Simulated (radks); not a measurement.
Question: Coherent X-ray form factor from a spherical all-electron density. Calculated with a radial shooting solver on a logarithmic mesh with Libxc functionals: Dirac Kohn-Sham, PBE, spin-unpolarised, spherical densities, finite nucleus; Fermi nuclear charge, rms radius of each element as measured or else 0.836 A^(1/3) + 0.57 fm.

sin(theta)/lambda (1/angstrom),f0 (electrons)
0.05,70.352
0.1,68.525
0.15,65.810
0.2,62.563
0.25,59.093
0.3,55.625
0.4,49.170
0.5,43.609
0.6,38.886
0.8,31.312
1,25.604
1.25,20.634
1.5,17.503
2,13.867

The species is in the configuration that NIST lists as its ground one. Which atom or ion scatters so?

Answer: The tungsten ion W3+, [Xe] 4f14 5d3. Extrapolating in s^2 from the first two rows gives f0(0) = 71.0, near the electron count 71; among species with that count, the fall with angle is slower the higher Z, and the table is that of Z = 74; from so few rows the species is fixed only to a neighbour or two.
